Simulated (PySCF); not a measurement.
SMILES [SiH3][CH][SiH3] (CH7Si2), doublet, PBE0/def2-SVP optimised geometry.

```
10

Si    -1.70    -0.87     0.00
C      0.15    -0.87     0.00
Si     1.30     0.58     0.03
H     -2.23    -1.59    -1.21
H     -2.23    -1.59     1.21
H     -2.23     0.52     0.00
H      0.63    -1.86    -0.02
H      2.15     0.61    -1.21
H      2.23     0.50     1.20
H      0.54     1.86     0.12
```

Density from unrestricted PBE0/def2-TZVP run with PySCF at that geometry.

Minimum of the electron density along straight lines between bonded atoms, close to the bond critical point (lines longer than 1.1 times the sum of covalent radii, or with two minima, are not listed):

| bond | length / Å | ρ at the minimum / e bohr⁻³ | ∇²ρ there / e bohr⁻⁵ | position (fraction from the first atom) |
|---|---|---|---|---|
| Si1–C2 | 1.857 | 0.119 | 0.23 | 0.39 |
| C2–Si3 | 1.857 | 0.119 | 0.23 | 0.61 |
| Si1–H4 | 1.498 | 0.118 | 0.15 | 0.49 |
| Si1–H5 | 1.499 | 0.118 | 0.15 | 0.49 |
| Si1–H6 | 1.494 | 0.119 | 0.15 | 0.49 |
| C2–H7 | 1.100 | … | … | 0.65 |
| Si3–H8 | 1.499 | 0.117 | 0.15 | 0.49 |
| Si3–H9 | 1.498 | 0.118 | 0.15 | 0.49 |
| Si3–H10 | 1.494 | 0.119 | 0.15 | 0.49 |

**Question.** What belongs in the gaps?

**Answer.** 
- C2–H7, ρ at the minimum / e bohr⁻³: 0.268
- C2–H7, ∇²ρ there / e bohr⁻⁵: -0.89
